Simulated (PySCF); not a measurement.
**Working out the ionisation energy of S⁺**

S⁺ [Ne] 3s2 3p3 (4S) → S²⁺ [Ne] 3s2 3p2 (3P). Calculation: PySCF 2.14, in def2-TZVP (5s5p2d1f, 37 functions); no relativity, point nucleus. Frozen: [Ne]. Energies in hartree (1 hartree = 27.21139 eV):

| part | S⁺ (lower) | S²⁺ (upper) |
| --- | --- | --- |
| UHF | -397.162684 | -396.327743 |
| CCSD correlation | -0.107753 | -0.087991 |
| (T) | -0.003492 | -0.002103 |

What does Hartree-Fock give?

(-396.327743) − (-397.162684) = 0.834941 hartree = 22.720 eV.

What do CCSD and CCSD(T) give?

The CCSD correlation energies differ by 0.019762 hartree = 0.538 eV and the triples by 0.001389 hartree = 0.038 eV, so CCSD gives 23.258 eV and CCSD(T) 23.296 eV.

Reference: 23.338 eV (measured; NIST Atomic Spectra Database, ionization energies), between the lowest levels; spin-orbit coupling is absent from the calculation.

What remains against the reference includes basis incompleteness, the frozen core and higher excitations.
